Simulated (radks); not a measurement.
Problem. The tungsten ion W40+, configuration [Ar] 3d10 4s2 4p4. Calculated with a radial shooting solver on a logarithmic mesh with Libxc functionals: scalar-relativistic Kohn-Sham, PBE, spin-unpolarised, spherical densities, point nucleus. Some entries of the table are withheld. Estimate them.

orbital  occ.  eigenvalue (eV)  <r> (bohr)  <r^2> (bohr^2)
1s          2        -71342.79     0.01834       0.0004628
2s          2        -13829.13     0.07748        0.007102
2p          6        -12325.86     0.06935        0.005875
3s          2        -4524.934      0.1984             (1)
3p          6        -4078.211         (2)         0.04530
3d         10              (3)         (4)         0.03709
4s          2        -2111.224      0.4002          0.1799
4p          4              (5)      0.4111          0.1910

Solution. 
(1) 3s <r^2> (bohr^2): 0.04493
(2) 3p <r> (bohr): 0.1979
(3) 3d eigenvalue (eV): -3579.429
(4) 3d <r> (bohr): 0.1784
(5) 4p eigenvalue (eV): -1944.023
